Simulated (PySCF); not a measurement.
FGeH3S3, SMILES [SH][Ge]([SH])([F])[SH]. Atoms are numbered in the order given.

```xyz
8

F     -1.4372     1.1750     0.5425
Ge    -0.1360     0.1110     0.0514
S     -0.8070    -1.0058    -1.7453
S      1.6369     1.3641    -0.4092
S      0.2905    -1.2752     1.7311
H     -1.9725    -1.3823    -1.1653
H      0.9323     2.1921    -1.2182
H      0.3994    -0.2679     2.6311
```

Geometry optimised at B3LYP-D3(BJ)/def2-SVP. The structure was generated by enumeration, and PubChem lists no compound with its InChIKey, so it may never have been made. Other conformers were not sampled.

Computed with PySCF with PBE/def2-TZVP.

Computed frontier levels, gap, dipole moment and polarisability:
| Quantity | Value |
|---|---|
| highest occupied level | -6.77 eV |
| lowest empty level | -2.36 eV |
| orbital gap | 4.41 eV |
| dipole moment | 0.04 D |
| quadrupole, principal values (traceless, Buckingham form, about the centre of nuclear charge) | -8.74, 4.32, 4.42 D·Å |
| mean static polarisability | 89.0 bohr³ (13.19 Å³) |
| polarisability, principal values | 67.1, 100.0, 100.0 bohr³ |
